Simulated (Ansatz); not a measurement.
One change: `C[O][SbH][CH](C)C` becomes `C[CH](C)[SbH2]`.

Ansatz, PBE0-D4/def2-TZVP geometries, multiplicity 1. Each molecule was computed in one conformer, which needn't be the lowest.

Elements past krypton have def2 core potentials.

| property | `C[O][SbH][CH](C)C` |
| --- | --- |
| size of the dipole moment (B3LYP/def2-TZVPP) / D | 1.55 |
| HOMO energy (PBE/def2-TZVPP) / eV | -5.52 |
| size of the dipole moment (ωB97M-V/def2-TZVPP) / D | 1.54 |
| LUMO energy (PBE/def2-TZVPP) / eV | -1.52 |
| HOMO–LUMO gap (ωB97M-V/def2-TZVPP) / eV | 9.74 |
| HOMO energy (PBE0/def2-TZVPP) / eV | -6.64 |

Question: Give the same properties after the change, and the shifts. (Best estimate.)

Answer: The calculation gave: 
```
                                          property  `C[CH](C)[SbH2]`  shift
  size of the dipole moment (B3LYP/def2-TZVPP) / D              0.99  -0.56
                 HOMO energy (PBE/def2-TZVPP) / eV             -5.80  -0.28
size of the dipole moment (ωB97M-V/def2-TZVPP) / D              0.94  -0.60
                 LUMO energy (PBE/def2-TZVPP) / eV             -0.98   0.54
           HOMO–LUMO gap (ωB97M-V/def2-TZVPP) / eV             10.25   0.51
                HOMO energy (PBE0/def2-TZVPP) / eV             -6.79  -0.15
```

With PBE0 the HOMO falls by 0.15 eV and the LUMO rises by 0.50 eV, so the gap widens by about 0.65 eV. PBE moves the HOMO by -0.28 eV and ωB97M-V by -0.13 eV. Dipoles are sizes alone; their direction can turn.

B3LYP here is the variant with VWN-RPA as its local correlation; programs differ in this.

Spin–orbit coupling is left out; it splits and shifts lone-pair levels of the heavy atoms by tenths of an eV.
